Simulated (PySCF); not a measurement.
C6H9ClO.
Atom-mapped SMILES: `[Cl:1][CH2:2][C@@:3]12[CH2:4][CH2:5][CH2:6][C@@H:7]1[O:8]2` (hydrogens: H9, H10 on C2; H11, H12 on C4; H13, H14 on C5; H15, H16 on C6; H17 on C7)

The geometry is computed with GFN2-xTB (gas phase).

(1) What internal coordinates does the optimisation give?

## Answers

(1) 
```tsv
bond	length (Å)	order
Cl1–C2	1.784	single
C2–C3	1.502	single
C3–C4	1.518	single
C4–C5	1.536	single
C5–C6	1.537	single
C6–C7	1.513	single
C7–O8	1.404	single
C3–C7	1.468	single
C3–O8	1.404	single
C2–H9	1.090	single
C2–H10	1.090	single
C4–H11	1.090	single
C4–H12	1.091	single
C5–H13	1.088	single
C5–H14	1.090	single
C6–H15	1.091	single
C6–H16	1.089	single
C7–H17	1.083	single
```

Orders are formal, as drawn. A selection of angles:
```tsv
angle	degrees
Cl1–C2–C3	110.0
Cl1–C2–H9	107.7
Cl1–C2–H10	107.1
C3–C2–H9	110.4
C3–C2–H10	111.3
H9–C2–H10	110.1
C2–C3–C4	120.1
C2–C3–C7	123.6
C2–C3–O8	116.7
C4–C3–C7	108.6
C4–C3–O8	114.5
C7–C3–O8	58.5
C3–C4–C5	103.5
C3–C4–H11	112.3
C3–C4–H12	108.5
C5–C4–H11	112.1
C5–C4–H12	111.4
H11–C4–H12	109.0
C4–C5–C6	105.6
C4–C5–H13	112.2
C4–C5–H14	109.0
C6–C5–H13	112.2
C6–C5–H14	109.1
H13–C5–H14	108.7
C5–C6–C7	103.3
C5–C6–H15	111.4
C5–C6–H16	112.1
C7–C6–H15	108.5
C7–C6–H16	112.4
H15–C6–H16	109.0
C6–C7–O8	115.1
C6–C7–H17	120.2
O8–C7–H17	116.1
C3–C7–C6	109.2
C3–C7–O8	58.5
C3–C7–H17	122.8
C3–O8–C7	63.0
```

Dihedral angles: Cl1–C2–C3–C4 -71° (synclinal); C2–C3–C4–C5 169° (antiperiplanar); C3–C4–C5–C6 -30°; C4–C5–C6–C7 30°; C5–C6–C7–O8 44° (synclinal); C6–C7–O8–C3 -98° (anticlinal); C2–C3–C7–C6 -149° (anticlinal); C2–C3–O8–C7 -115° (anticlinal).

The 3-membered ring C3–C7–O8 has internal angles of 58.5° to 63.0°. The C–C distances run from 1.468 Å (C3–C7, drawn single) to 1.537 Å (C5–C6, drawn single), a spread of 0.069 Å. Of the pairs four or more bonds apart, O8···H14 is among the closest relative to their van der Waals radii: 2.66 Å, 98 % of the sum of Bondi's values. O8 (epoxide oxygen) is bent (angle 63.0°). The 5-membered ring C3–C4–C5–C6–C7 has internal angles of 103.3° to 109.2° (sum 530°, against 540° for a flat polygon); it is puckered, 0.14 Å rms from its mean plane, widest ring torsion 30°.

Point group: C1 (no symmetry element, even within 0.4 Å). GFN2-xTB frequencies: not computed here. The numbers are those of one conformer.
